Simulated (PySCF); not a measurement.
## Zn²⁺ (zinc, charge +2) across methods

[Ar] 3d9 4p1, one real determinant (an excited configuration). Calculation: PySCF 2.14, in aug-cc-pwCVTZ-DK (10s9p7d4f3g, 127 functions); the spin-free X2C one-electron Hamiltonian (Gaussian nucleus). The B2PLYP total includes its PT2 part (frozen core); its orbital energies are those of the SCF part.

| method | E (hartree) | mean ε 3d α (eV) | mean ε 3d β (eV) | mean ε 4p α (eV) | Σ⟨r²⟩ (bohr²) | ⟨S²⟩ |
| --- | --- | --- | --- | --- | --- | --- |
| r2SCAN | -1794.261 | -40.498 | -39.181 | -19.460 | 20.07 | 2.001 |
| LDA | -1791.242 | -40.337 | -39.032 | -19.339 | 20.09 | 2.000 |
| PBE | -1794.027 | -39.984 | -38.741 | -19.273 | 20.16 | 2.000 |
| B2PLYP | -1794.008 | -46.736 | -45.245 | -20.656 | 20.22 | 2.001 |
| r2SCANh | -1794.247 | -41.787 | -40.432 | -19.738 | 20.07 | 2.001 |
| revPBE | -1794.197 | -39.886 | -38.648 | -19.239 | 20.17 | 2.000 |
| UHF | -1792.80023 | -52.439 | -50.625 | -21.733 | 20.39 | 2.001 |
| PBE0 | -1794.046 | -43.328 | -41.961 | -20.021 | 20.15 | 2.000 |

⟨L²⟩ = 8.01 against 12 for a pure F term, so this real determinant mixes terms.
